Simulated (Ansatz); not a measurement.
Species: TeF3, net charge 1, singlet state. 
Coordinates optimised at B3LYP-D3(BJ)/def2-TZVP (Ansatz, a first-principles code):
```
Te
F 1 1.8267
F 1 1.8267 2 95.54
F 1 1.8267 2 95.54 3 -96.13
```
Charge +1, spin multiplicity 1.

Basis-set convergence of Hartree-Fock and CCSD(T) correlation energies (hartree) with Ansatz. Correlated levels leave the core frozen unless marked. Spin-orbit coupling is left out. The frozen core is the preceding noble-gas configuration, with the filled d and f shells of earlier blocks. Past Kr the def2 sets carry scalar-relativistic core potentials.

| basis | functions | E(HF) | E(corr, CCSD(T)) | rough core time |
|---|---|---|---|---|
| def2-SVPD | 104 | -564.73080 | -0.73122 | under 20 s |
| def2-TZVPPD | 179 | … | … | 30 s |

### Question
Complete the blanks.

### Answer

- def2-TZVPPD, E(HF): -565.14349
- def2-TZVPPD, E(corr, CCSD(T)): -0.92959
